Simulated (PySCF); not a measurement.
Species: `[SiH3]N1C=CN=N1`. The columns A, B, C and D hold Mulliken, IAO, Hirshfeld and ESP-fitted charges (e) of one PBE0/pcSseg-1 density (PySCF), in a shuffled order. Coordinates in Å (GFN2-xTB); the density's dipole moment is (-2.21, 2.98, 2.27) D.

```
atom       x       y       z       A       B       C       D
 Si1  -1.875  -0.006   0.016  +0.394  +0.761  +0.657  +0.500
  N2  -0.124  -0.163  -0.101  -0.062  -0.254  -0.523  +0.372
  C3   0.883   0.579   0.421  -0.026  -0.127  +0.127  -0.530
  C4   2.036  -0.002  -0.039  -0.042  -0.120  +0.026  +0.311
  N5   1.682  -1.054  -0.809  -0.136  -0.179  -0.240  -0.327
  N6   0.416  -1.146  -0.843  -0.076  -0.107  -0.033  -0.291
  H7  -2.143   0.317   1.417  -0.066  -0.118  -0.088  -0.110
  H8  -2.260   1.102  -0.858  -0.066  -0.118  -0.075  -0.107
  H9  -2.367  -1.304  -0.410  -0.052  -0.087  -0.057  -0.099
 H10   0.697   1.424   1.051  +0.067  +0.173  +0.106  +0.221
 H11   3.060   0.255   0.130  +0.064  +0.174  +0.102  +0.059
```

Q: Which column most likely holds the ESP-fitted charges?

A: D. Σ q r misses the density's dipole by 0.11 D (D), 0.47 D (C), 1.39 D (B), 1.86 D (A). Charges fitted to the outside potential are the only set here that is tied to the molecule's multipoles.

Q: And the Hirshfeld charges?

A: A. The mean sizes are 0.096 e (A), 0.185 e (C), 0.202 e (B), 0.266 e (D), and Hirshfeld charges are commonly the smallest of these schemes.

As computed, A = Hirshfeld, B = IAO, C = Mulliken, D = ESP-fitted. Hydrogens on carbon: Hirshfeld +0.06 to +0.07, IAO +0.17 to +0.17, Mulliken +0.10 to +0.11, ESP-fitted +0.06 to +0.22 e.

The Hirshfeld scheme weights the molecular density at each point by an atom's share of the summed free-atom densities. The ESP scheme is a least-squares fit of atom-centred charges to the potential on four shells outside the van der Waals surface, with the total charge fixed.

Geometry: GFN2-xTB; no solvent, vibrations or thermal averaging.
